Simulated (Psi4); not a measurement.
C2HO (SMILES [CH]=C=O), doublet, geometry from GFN2-xTB; Psi4 with PBE0/6-311G**.

Here is a job for Psi4.
```
memory 2 GB

molecule {
0 2
  C     0.02096193   -0.29118014   -1.19660672
  C     0.00440730    0.00402097    0.01711055
  H     0.10767277   -0.53985429   -2.20994473
  O    -0.03248602    0.28285117    1.16086522
}

set basis 6-311g**
set reference uks

energy('pbe0')
print_variables()
```

What the program printed (banner, timings and long lists left out):

```
   => Loading Basis Set <=

    Name: 6-311G**
    Role: ORBITAL
    Keyword: BASIS

         ---------------------------------------------------------
                                   SCF
               by Justin Turney, Rob Parrish, Andy Simmonett
                          and Daniel G. A. Smith
                              UKS Reference
         ---------------------------------------------------------

  ==> Geometry <==

    Molecular point group: c1
    Full point group: C1

    Geometry (in Angstrom), charge = 0, multiplicity = 2:

       Center              X                  Y                   Z               Mass
    ------------   -----------------  -----------------  -----------------  -----------------
         C            0.023563342594    -0.304208333031    -1.249938483647    12.000000000000
         C            0.007008712594    -0.009007223031    -0.036221213647    12.000000000000
         H            0.110274182594    -0.552882483031    -2.263276493647     1.007825032230
         O           -0.029884607406     0.269822976969     1.107533456353    15.994914619570

  Running in c1 symmetry.

  Rotational constants: A =   4128.61441  B =      0.36520  C =      0.36517 [cm^-1]
  Rotational constants: A = 123772746.19034  B =  10948.41468  C =  10947.44631 [MHz]
  Nuclear repulsion =   52.916713913560066

  Charge       = 0
  Multiplicity = 2
  Electrons    = 21
  Nalpha       = 11
  Nbeta        = 10

  ==> Algorithm <==

  SCF Algorithm Type is DF.
  DIIS enabled.
  MOM disabled.
  Fractional occupation disabled.
  Guess Type is SAD.
  Energy threshold   = 1.00e-06
  Density threshold  = 1.00e-06
  Integral threshold = 1.00e-12

  ==> Primary Basis <==

  Basis Set: 6-311G**
    Blend: 6-311G**
    Number of shells: 28
    Number of basis functions: 60
    Number of Cartesian functions: 63
    Spherical Harmonics?: true
    Max angular momentum: 2

  ==> DFT Potential <==

   => LibXC <=

    Version 7.1.2
    S. Lehtola, C. Steigemann, M. J. T. Oliveira, and M. A. L. Marques,  SoftwareX 7, 1–5 (2018) (10.1016/j.softx.2017.11.002)

   => Composite Functional: PBE0 <=

    PBE0 Hyb-GGA Exchange-Correlation Functional

    C. Adamo and V. Barone,  J. Chem. Phys. 110, 6158 (1999) (10.1063/1.478522)
    M. Ernzerhof and G. E. Scuseria,  J. Chem. Phys. 110, 5029 (1999) (10.1063/1.478401)

    Deriv               =              1
    GGA                 =           TRUE
    Meta                =          FALSE

    Exchange Hybrid     =           TRUE
    MP2 Hybrid          =          FALSE

   => Exchange Functionals <=

    0.7500   Perdew, Burke & Ernzerhof

   => Exact (HF) Exchange <=

    0.2500               HF

   => Correlation Functionals <=

    1.0000   Perdew, Burke & Ernzerhof

   => LibXC Density Thresholds  <==

    XC_HYB_GGA_XC_PBEH:  1.00E-15

   => Molecular Quadrature <=

    Radial Scheme          =       TREUTLER
    Pruning Scheme         =           NONE
    Nuclear Scheme         =       TREUTLER

    Blocking Scheme        =         OCTREE
    BS radius alpha        =              1
    Pruning alpha          =              1
    Radial Points          =             75
    Spherical Points       =            302
    Total Points           =          86730
    Total Blocks           =            703
    Max Points             =            256
    Max Functions          =             60
    Weights Tolerance      =       1.00E-15

   => Loading Basis Set <=

    Name: (6-311G** AUX)
    Role: JKFIT
    Keyword: DF_BASIS_SCF

  ==> Integral Setup <==

  SCF_SUBTYPE=INCORE selected. In-core MEM_DF algorithm will be used.
  Using in-core AOs.

  ==> MemDFJK: Density-Fitted J/K Matrices <==

    J tasked:                   Yes
    K tasked:                   Yes
    wK tasked:                   No
    Algorithm:                 Core
    Schwarz Cutoff:           1E-12
    Mask sparsity (%):       0.6111
    Fitting Condition:        1E-10

   => Auxiliary Basis Set <=

  Basis Set: (6-311G** AUX)
    Blend: CC-PVTZ-JKFIT
    Number of shells: 85
    Number of basis functions: 267
    Number of Cartesian functions: 323
    Spherical Harmonics?: true
    Max angular momentum: 4

  Minimum eigenvalue in the overlap matrix is 7.8757668672E-04.
  Reciprocal condition number of the overlap matrix is 1.7997399001E-04.
    Using symmetric orthogonalization.

  ==> Pre-Iterations <==

  SCF Guess: Superposition of Atomic Densities via on-the-fly atomic UHF (no occupation information).

   -------------------------
    Irrep   Nso     Nmo
   -------------------------
     A         60      60
   -------------------------
    Total      60      60
   -------------------------

  ==> Iterations <==

                           Total Energy        Delta E     RMS |[F,P]|

   @DF-UKS iter SAD:  -151.25580206609075   -1.51256e+02   0.00000e+00
   @DF-UKS iter   1:  -151.69115037615146   -4.35348e-01   7.75504e-03 ADIIS/DIIS
   @DF-UKS iter   2:  -151.73041340733428   -3.92630e-02   6.18963e-03 ADIIS/DIIS
   @DF-UKS iter   3:  -151.78711959495647   -5.67062e-02   1.24474e-03 ADIIS/DIIS
   @DF-UKS iter   4:  -151.78916743316469   -2.04784e-03   3.67656e-04 ADIIS/DIIS
   @DF-UKS iter   5:  -151.78928501965507   -1.17586e-04   2.84331e-04 ADIIS/DIIS
   @DF-UKS iter   6:  -151.78943040541120   -1.45386e-04   5.31629e-05 DIIS
   @DF-UKS iter   7:  -151.78944495706588   -1.45517e-05   1.34526e-05 DIIS
   @DF-UKS iter   8:  -151.78944671173255   -1.75467e-06   5.01742e-06 DIIS
   @DF-UKS iter   9:  -151.78944692020127   -2.08469e-07   1.02707e-06 DIIS
   @DF-UKS iter  10:  -151.78944692933104   -9.12976e-09   2.20615e-07 DIIS
  Energy and wave function converged.

  ==> Post-Iterations <==

   Electrons on quadrature grid:
      Nalpha   =   11.0000002278 ; deviation = 2.278e-07
      Nbeta    =   10.0000002218 ; deviation = 2.218e-07
      Ntotal   =   21.0000004496 ; deviation = 4.496e-07

   @Spin Contamination Metric:   1.179096806E-02
   @S^2 Expected:                7.500000000E-01
   @S^2 Observed:                7.617909681E-01
   @S   Expected:                5.000000000E-01
   @S   Observed:                5.000000000E-01

    Orbital Energies [Eh]
    ---------------------

    Alpha Occupied:

[...]
    Alpha Virtual:

[...]
      60A     50.092659

    Beta Occupied:

[...]
      10A     -0.265198

    Beta Virtual:

[...]
    Final Occupation by Irrep:
              A
    DOCC [    10 ]
    SOCC [     1 ]
    NA   [    11 ]
    NB   [    10 ]

  @DF-UKS Final Energy:  -151.78944692933104

   => Energetics <=

    Nuclear Repulsion Energy =             52.9167139135600664
    One-Electron Energy =                -310.2622379730452167
    Two-Electron Energy =                 120.4038582658712073
    DFT Exchange-Correlation Energy =     -14.8477811357170815
    Empirical Dispersion Energy =           0.0000000000000000
    VV10 Nonlocal Energy =                  0.0000000000000000
    Total Energy =                       -151.7894469293310351

  UHF NO Occupations:
  HONO-2 :    9  A 1.9991817
  HONO-1 :   10  A 1.9955742
  HONO-0 :   11  A 1.0000000
  LUNO+0 :   12  A 0.0044258
  LUNO+1 :   13  A 0.0008183
  LUNO+2 :   14  A 0.0004823
  LUNO+3 :   15  A 0.0000824

Computation Completed

Properties will be evaluated at   0.000000,   0.000000,   0.000000 [a0]

Properties computed using the SCF density matrix

 Multipole Moments:

 ------------------------------------------------------------------------------------
     Multipole            Electronic (a.u.)      Nuclear  (a.u.)        Total (a.u.)
 ------------------------------------------------------------------------------------

 L = 1.  Multiply by 2.5417464519 to convert [e a0] to [Debye]
 Dipole X            :         -0.0370528            0.1032351            0.0661823
 Dipole Y            :          0.3277404           -0.5170140           -0.1892735
 Dipole Z            :          1.3451713           -2.1164309           -0.7712596
 Magnitude           :                                                    0.7968977

 ------------------------------------------------------------------------------------

  Variable Map:
  ----------------------------------------------------------------------------
[...]
  Array Variable Map:
  ----------------------------------------------------------------------------
[...]
[...]
```
